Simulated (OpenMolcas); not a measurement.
A run on Cr2+ with 6 ligands (sulfide) in trigonal antiprismatic coordination (D3d) at 2.58 Å, a polar angle of 53.1° against the regular 54.74°. A charge of +1.67 e stands 2.6 Å behind each ligand. Ligand basis ANO-RCC-VDZP.
```
Cr    0.0000    0.0000    0.0000
S     0.0000    2.0630    1.5493
S    -1.7866   -1.0315    1.5493
S     1.7866   -1.0315    1.5493
S     0.0000   -2.0630   -1.5493
S     1.7866    1.0315   -1.5493
S    -1.7866    1.0315   -1.5493
```

```json
{
 "Program": "OpenMolcas",
 "Method": "SS-CASPT2, IPEA 0.25 Eh, imaginary shift 0.1 Eh (closed shells correlated: 3s 3p and the ligand valence shells)",
 "Basis": "ANO-RCC-VTZP [6s5p3d2f1g]",
 "Scalar Hamiltonian": "DKH2, point nucleus",
 "Active space": "4 electrons in 5 orbitals (3d)",
 "State averaging": "2S+1 = 5 even, 5 roots; 2S+1 = 3 even, 45 roots; 2S+1 = 1 even, 50 roots",
 "Spin-orbit coupling": "state interaction with AMFI integrals over the reference wave functions"
}
```

167 basis functions. Blocks (2S+1, parity, CSFs, roots kept): 5, even, 5, 5; 3, even, 45, 45; 1, even, 50, 50.

How long do the CASPT2 steps take on 1 thread of Arm Neoverse V1, with other jobs on the host?

About 10 min of wall time, without the integral step.
